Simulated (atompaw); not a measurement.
**u(r) = r·R(r): atom against pseudo-atom (Ti)**

Columns: radius, all-electron u(r) and pseudo u(r) of the 4s shell (level -16.89 eV) of titanium in the configuration [Ar] 3d2 4s0 4p0; PBE, scalar-relativistic, PAW (atompaw) scheme, atompaw 4.2.0.5.

```csv
r (bohr),all-electron,pseudo
0.115,0.0650,0.0317
0.231,0.1960,0.0638
0.346,0.0707,0.0959
0.462,-0.1173,0.1287
0.577,-0.2579,0.1617
0.692,-0.3238,0.1952
0.808,-0.3204,0.2297
0.923,-0.2653,0.2644
1.038,-0.1776,0.2998
1.154,-0.0717,0.3360
1.269,0.0389,0.3721
1.385,0.1485,0.4087
1.500,0.2498,0.4448
1.615,0.3410,0.4802
1.731,0.4213,0.5148
1.846,0.4888,0.5474
1.962,0.5446,0.5778
2.077,0.5885,0.6047
2.192,0.6217,0.6276
2.308,0.6453,0.6459
2.423,0.6599,0.6585
2.538,0.6668,0.6653
2.654,0.6669,0.6660
2.769,0.6611,0.6608
2.885,0.6502,0.6502
3.000,0.6353,0.6353
```

Problem. How many radial nodes do the two functions have?

Solution. The all-electron 4s function has n − l − 1 = 3 (the table is too coarse to show those close to the nucleus); the pseudo-wave has 0, since the states of the same l below it are removed with the core.

Problem. Is the pseudo-wave norm-conserving?

Solution. No, it belongs to a PAW set: the norm inside the radius is not constrained, and the difference is carried by the augmentation charge.
